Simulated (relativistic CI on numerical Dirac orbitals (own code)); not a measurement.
# Ni XIX: q coefficients and field-shift factors

Calculated at this level of theory: Dirac-Coulomb-Breit CI, orbitals from a KLI potential per configuration, derivatives by finite differences, unscaled Slater integrals, QED left out (own radial code, finite nucleus).

Configuration list (outside the closed core 1s2): 2s2.2p6, 2s2.2p5.3s, 2s2.2p5.3p, 2s2.2p5.3d, 2s.2p6.3s, 2s.2p6.3p, 2s.2p6.3d, 2s2.2p4.3s2. Levels of other configurations are missing.

With x = (α/α₀)² − 1 an excitation energy changes as ω = ω₀ + qx; K = 2q/ω₀ is the relative enhancement. Terms are leading LS components, so labels can repeat. The field-shift factor is F = δν/δ⟨r²⟩ for the transition from the lowest level.

Lowest level 2s2.2p6 1S_0.

```csv
Level,ω₀ (cm⁻¹),q (cm⁻¹),F (GHz/fm²)
2s2.2p5.3s 3P°_2,7094402,-56950,37.9
2s2.2p5.3s 1P°_1,7112622,-55150,37.9
2s2.2p5.3s 3P°_0,7237066,88910,37.5
2s2.2p5.3s 3P°_1,7247966,87200,37.5
2s2.2p5.3p 3S_1,7372529,-32570,8.92
2s2.2p5.3p 3D_2,7401391,-47840,9.58
2s2.2p5.3p 3D_3,7422754,-15090,9.45
2s2.2p5.3p 1P_1,7431771,-22490,9.49
2s2.2p5.3p 3P_2,7449842,-14560,9.53
2s2.2p5.3p 3P_0,7509252,28880,9.46
2s2.2p5.3p 3D_1,7538549,94970,9.2
2s2.2p5.3p 3P_1,7574195,125500,8.96
2s2.2p5.3p 3D_2,7578717,129700,9.09
2s2.2p5.3p 1S_0,7705915,58000,9.33
2s2.2p5.3d 3P°_0,7788630,-11910,9.88
2s2.2p5.3d 3P°_1,7798479,-8149,9.94
2s2.2p5.3d 3P°_2,7816943,-2522,10.1
2s2.2p5.3d 3F°_4,7817020,-8148,10.5
2s2.2p5.3d 3F°_3,7823556,-12290,10.5
2s2.2p5.3d 1D°_2,7840025,-9545,10.5
2s2.2p5.3d 3D°_3,7850890,-7519,10.5
2s2.2p5.3d 3D°_1,7900766,15640,10.4
2s2.2p5.3d 3F°_2,7964987,130600,10.1
```

At this charge energies of transitions that change n are usually good to better than 1 %, and those within a shell (Δn = 0) to a few per cent.

Problem. Which transition from the lowest level has the largest |K|?

Solution. 2s2.2p5.3p 3D_2 at 7578717 cm⁻¹, K = 0.0342.
